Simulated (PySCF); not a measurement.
Molfile (atoms numbered from 1):
```
C6H10FNSi2
     RDKit          3D

 20 19  0  0  0  0  0  0  0  0999 V2000
   -3.0699   -0.2345    0.8050 C   0  0  0  0  0  0  0  0  0  0  0  0
   -1.8511    0.0622    0.3707 C   0  0  0  0  0  0  0  0  0  0  0  0
   -1.6391    0.9914   -0.7868 C   0  0  0  0  0  0  0  0  0  0  0  0
   -0.3043   -0.6611    1.1775 Si  0  0  0  0  0  4  0  0  0  0  0  0
    0.7124   -1.4952   -0.1987 C   0  0  0  0  0  0  0  0  0  0  0  0
    0.0705   -2.5969   -0.6877 F   0  0  0  0  0  0  0  0  0  0  0  0
    1.8852   -1.1903   -0.7443 C   0  0  0  0  0  0  0  0  0  0  0  0
    2.9983    0.2353   -0.2599 Si  0  0  0  0  0  4  0  0  0  0  0  0
    1.9995    1.8172   -0.2976 C   0  0  0  0  0  0  0  0  0  0  0  0
    1.3861    2.7846   -0.3225 N   0  0  0  0  0  0  0  0  0  0  0  0
   -3.2357   -0.9049    1.6315 H   0  0  0  0  0  0  0  0  0  0  0  0
   -3.9568    0.1799    0.3490 H   0  0  0  0  0  0  0  0  0  0  0  0
   -2.5851    1.3878   -1.1505 H   0  0  0  0  0  0  0  0  0  0  0  0
   -1.1451    0.4650   -1.6039 H   0  0  0  0  0  0  0  0  0  0  0  0
   -0.9947    1.8210   -0.4989 H   0  0  0  0  0  0  0  0  0  0  0  0
   -0.6511   -1.7160    2.1331 H   0  0  0  0  0  0  0  0  0  0  0  0
    0.5459    0.3712    1.7796 H   0  0  0  0  0  0  0  0  0  0  0  0
    2.2469   -1.8403   -1.5349 H   0  0  0  0  0  0  0  0  0  0  0  0
    4.0519    0.4138   -1.2641 H   0  0  0  0  0  0  0  0  0  0  0  0
    3.5310    0.1204    1.1004 H   0  0  0  0  0  0  0  0  0  0  0  0
  1  2  2  0
  2  3  1  0
  2  4  1  0
  4  5  1  0
  5  6  1  0
  5  7  2  0
  7  8  1  0
  8  9  1  0
  9 10  3  0
  1 11  1  0
  1 12  1  0
  3 13  1  0
  3 14  1  0
  3 15  1  0
  4 16  1  0
  4 17  1  0
  7 18  1  0
  8 19  1  0
  8 20  1  0
M  END
```

PySCF calculation with GFN2-xTB structure and shielding tensors at PBE0/pcSseg-1 (GIAO); non-relativistic Hamiltonian, gas phase, one conformer, fast rotation and ring inversion assumed for equivalent nuclei.

Predict the 2D correlation tables (HSQC, COSY, HMBC).

Results:



HSQC (one-bond C–H):
| δH | δC |
| --- | --- |
| 6.26 (H12) | 139.5 (C1) |
| 5.98 (H18) | 110.1 (C7) |
| 5.88 (H11) | 139.5 (C1) |
| 2.42 (H13/H14/H15) | 28.4 (C3) |

COSY cross peaks (H two or three bonds apart, from the bond graph; peaks can be absent where the dihedral angle is near 90°):
| δH | δH |
| --- | --- |
| 6.26 (H12) | 5.88 (H11) |
| 5.98 (H18) | 4.76 (H19/H20) |

HMBC (two and three bonds, from the bond graph):
| δH | δC |
| --- | --- |
| 6.26 (H12) | 148.2 (C2), 28.4 (C3) |
| 5.98 (H18) | 195.3 (C5), 127.5 (C9) |
| 5.88 (H11) | 148.2 (C2), 28.4 (C3) |
| 4.82 (H16/H17) | 195.3 (C5), 148.2 (C2), 139.5 (C1), 110.1 (C7), 28.4 (C3) |
| 4.76 (H19/H20) | 195.3 (C5), 127.5 (C9), 110.1 (C7) |
| 2.42 (H13/H14/H15) | 148.2 (C2), 139.5 (C1) |

Referencing at the same level of theory: 1H (31.72 ppm) and 13C (186.93 ppm) against TMS.

Short H···H contacts in this conformer between protons four or more bonds apart (candidates for NOE cross peaks, intensity ∝ r⁻⁶): H12···H13 2.36 Å, H11···H16 2.75 Å.

Shifts are as computed. Against solution values, carbons near 30 ppm lie about +3 ppm off and those near 130 ppm about +5 ppm. Of 1309 compounds with measured shifts, 239 miss one by over three times the rms of a fit or turn the order of signals round; such compounds aren't used in these exercises.
